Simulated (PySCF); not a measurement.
C₂H₄BNO₂, SMILES OB1C=NCO1.

Geometry: B3LYP-D3(BJ)/def2-SVP. This is a generated structure with no PubChem entry under its InChIKey; it may be hypothetical. One conformer was computed; it need not be the lowest.

Method: TDDFT-PBE/def2-SVPD (PySCF).

Vertical excitations. The molecule is in vacuum. State labels are in the subgroup Cs.

Computed lowest excited states:
```tsv
state	symmetry	energy (eV)	λ (nm)	f	main pairs
S1	A"	4.40	282	0.000	HOMO→LUMO 100 %
S2	A'	5.71	217	0.075	HOMO−1→LUMO 88 %
S3	A'	5.74	216	0.004	HOMO→LUMO+1 100 %
S4	A"	6.36	195	0.000	HOMO−3→LUMO 99 %
S5	A'	6.72	184	0.020	HOMO→LUMO+2 100 %
S6	A"	6.91	179	0.001	HOMO−1→LUMO+1 100 %
S7	A"	7.09	175	0.000	HOMO−4→LUMO 100 %
S8	A'	7.13	174	0.145	HOMO−2→LUMO 80 %
S9	A'	7.39	168	0.007	HOMO→LUMO+3 88 %
S10	A'	7.44	167	0.024	HOMO−5→LUMO 83 %
T1	A"	3.55	349	0	HOMO→LUMO 100 %
T2	A'	4.62	268	0	HOMO−1→LUMO 57 %, HOMO−2→LUMO 41 %
T3	A'	5.19	239	0	HOMO−2→LUMO 57 %, HOMO−1→LUMO 42 %
T4	A'	5.69	218	0	HOMO→LUMO+1 100 %
```
Triplets are in the Tamm–Dancoff approximation, which puts them higher than full response would, so one can lie above its singlet here.
